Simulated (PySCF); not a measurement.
C3H7O, SMILES [CH2]C(C)O, multiplicity 2. Atoms are numbered in the order given.

```xyz
11

C      1.2826    -0.6730     0.0843
C      0.0662     0.0750    -0.3355
C     -1.2209    -0.7028    -0.0860
O      0.0205     1.3598     0.2493
H      2.2182    -0.1239     0.2190
H      1.3094    -1.7656     0.0848
H      0.1332     0.2764    -1.4252
H     -2.0876    -0.1089    -0.4086
H     -1.3351    -0.9286     0.9871
H     -1.2251    -1.6579    -0.6332
H      0.0563     1.2350     1.2048
```
Charge 0, spin multiplicity 2.

Coordinates come from a PBE0-D3(BJ)/def2-SVP optimisation. The isomer is the one that the SMILES or the coordinates give; other isomers of the formula were not compared. The values are those of a single conformer.

Two levels are set side by side: PBE/pcH-1 (PySCF) and PBE0/pcH-1 (PySCF). Contact hyperfine couplings, same geometry. Differences are taken from unrounded values.

```tsv
quantity	PBE0	PBE	PBE minus PBE0
A(iso) of 13C, atom C1 (MHz)	100.5	85.8	-14.7
A(iso) of 13C, atom C2 (MHz)	-38.1	-32.0	6.1
A(iso) of 13C, atom C3 (MHz)	25.4	28.6	3.2
A(iso) of 17O, atom O4 (MHz)	-15.5	-17.3	-1.8
A(iso) of 1H, atom H5 (MHz)	-65.3	-55.4	9.9
A(iso) of 1H, atom H6 (MHz)	-69.3	-59.4	9.9
A(iso) of 1H, atom H7 (MHz)	118.9	122.8	3.9
A(iso) of 1H, atom H8 (MHz)	-2.3	-2.1	0.2
A(iso) of 1H, atom H9 (MHz)	-3.0	-2.7	0.3
A(iso) of 1H, atom H10 (MHz)	-1.1	-0.5	0.6
A(iso) of 1H, atom H11 (MHz)	-1.1	-0.4	0.7
```

Rough cost on one machine, each run with all the roots and properties that it gave: PBE0 against PBE within a factor of 2.
